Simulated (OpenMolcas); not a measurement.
**d3 ions of charge +3 down a group on the Y site of Cs2NaYF6**

```yaml
Program: OpenMolcas 26.06
Method: SS-CASPT2, IPEA 0.25 Eh, imaginary shift 0.1 Eh
Spin-orbit_coupling: state interaction with AMFI integrals over the reference wave functions
```

The d shell is active; CASPT2 correlates the ligand valence shells and the outer metal core. Each dopant is a cluster with its nearest anions in model potentials and point charges, with no relaxation. Distances were set from a Shannon-type radius of the metal (high-spin where two are listed) plus a fixed donor radius (F 1.31 Å), in hosts weighted 0.65 to 0.35 with the host's distance in the model lattice. Ligand basis ANO-RCC-VDZP, DKH2 Hamiltonian. States (labels of O, the rotations of Oh). Energies in cm-1 above the lowest state or level, χT in cm3 K/mol. Spin-only χT is S(S+1) / 2 for the spin of the ground state.

```json
{"Ion": "Cr3+", "Shell": "3d3", "R (Å)": "2.014", "Metal basis": "ANO-RCC-VTZP", "Ground state": "4A2", "First state of that spin": "4T2 13230", "First gap with spin-orbit (degeneracies)": "13130 (4, 2)", "χT at 300 K": "1.827", "First state of another spin": "2E 14770", "Spin-only χT": "1.875"}
{"Ion": "Mo3+", "Shell": "4d3", "R (Å)": "2.062", "Metal basis": "ANO-RCC-VTZP", "Ground state": "4A2", "First state of that spin": "4T2 24960", "First gap with spin-orbit (degeneracies)": "10890 (4, 4)", "χT at 300 K": "1.766", "First state of another spin": "2E 10970", "Spin-only χT": "1.875"}
```

χT departs most from the spin-only value for Mo3+, by -0.109 cm3 K/mol.

Roots that are degenerate in the reference are averaged as groups; the widest CASPT2 spread within a group is 200 cm-1 (the 3-fold group of multiplicity 2 near 27800 cm-1 above the lowest state of its run, Cr3+). Shifts and gaps below about the spread of the groups concerned are not significant. Over all roots computed the reference weight is 0.72 to 0.73 in Cr3+, 0.71 to 0.72 in Mo3+; a low but even weight reflects the number of correlated electrons. Ligand-to-metal charge-transfer states are missing. With no ligand orbital active B as a rule stays too high, so bands that hang on it stand too high and its fall with covalency is understated. With one d shell and no ligand orbital active, 10Dq can be off by a tenth or more. These CASPT2 states fit no ligand-field parameters well, so their order and spin gaps are uncertain (holds for Cr3+). Free-ion shares, where given, are those of the reference states; single-state CASPT2 does not remix them (holds for Cr3+). The least metal-like active orbital is 84 % on the metal (Löwdin) and no ligand orbital is active, so the numbers are rough (holds for Mo3+). No measured value stands beside these numbers; the geometry was set by hand and not optimised.
